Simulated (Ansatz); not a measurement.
Relaxation of C$_{6}$H$_{10}$S (17 atoms, charge 0, multiplicity 1), to a largest force component of 0.015 eV/Å in at most 40 steps.

All numbers below come from RKS PBE0/6-31G* (Ansatz).

```xyz
17
Properties=species:S:1:pos:R:3
C 2.088 -0.126 2.387
C 1.330 -0.130 1.239
S 0.222 1.157 0.790
C 0.380 2.051 2.234
C -0.576 1.877 3.346
C 1.328 3.082 2.303
C 2.371 3.460 1.307
H 2.749 -0.874 2.633
H 1.972 0.772 3.107
H 1.440 -0.985 0.607
H -0.409 2.555 4.149
H -0.487 0.827 3.699
H -1.623 2.072 2.965
H 1.379 3.685 3.197
H 3.391 3.354 1.734
H 2.223 4.534 1.028
H 2.309 2.911 0.364
```

Where does it end, and by what steps?

The run converged. After 15 steps the energy has fallen by 0.727 eV; H8 moved furthest, 0.71 Å.

```tsv
step	energy less start (eV)	largest force component (eV/Å)	accepted
0	0.0000	4.774	yes
1	-0.5941	1.220	yes
2	-0.6857	0.564	yes
3	-0.7061	0.223	yes
4	-0.7131	0.110	yes
5	-0.7175	0.037	yes
6	-0.7206	0.073	yes
7	-0.7229	0.130	yes
8	-0.7246	0.113	yes
9	-0.7246	0.145	no
10	-0.7265	0.031	yes
11	-0.7257	0.105	no
12	-0.7272	0.019	yes
13	-0.7274	0.027	yes
14	-0.7274	0.022	yes
15	-0.7275	0.008	yes
```

```xyz
17
Properties=species:S:1:pos:R:3
C 1.980 -0.485 2.483
C 1.279 -0.315 1.362
S 0.544 1.169 0.760
C 0.548 2.217 2.207
C -0.437 1.842 3.276
C 1.320 3.310 2.269
C 2.321 3.795 1.275
H 2.375 -1.464 2.737
H 2.186 0.334 3.166
H 1.101 -1.146 0.681
H -0.329 2.491 4.152
H -0.294 0.803 3.595
H -1.465 1.927 2.903
H 1.197 3.934 3.157
H 3.294 3.954 1.758
H 2.016 4.764 0.858
H 2.450 3.091 0.450
```

Whether the end is a true minimum wasn't checked by a vibrational analysis.

The run took 60 s on 2 threads of INTEL(R) XEON(R) PLATINUM 8581C CPU @ 2.30GHz (Emerald Rapids), with other jobs on the host, peak memory 0.41 GiB.
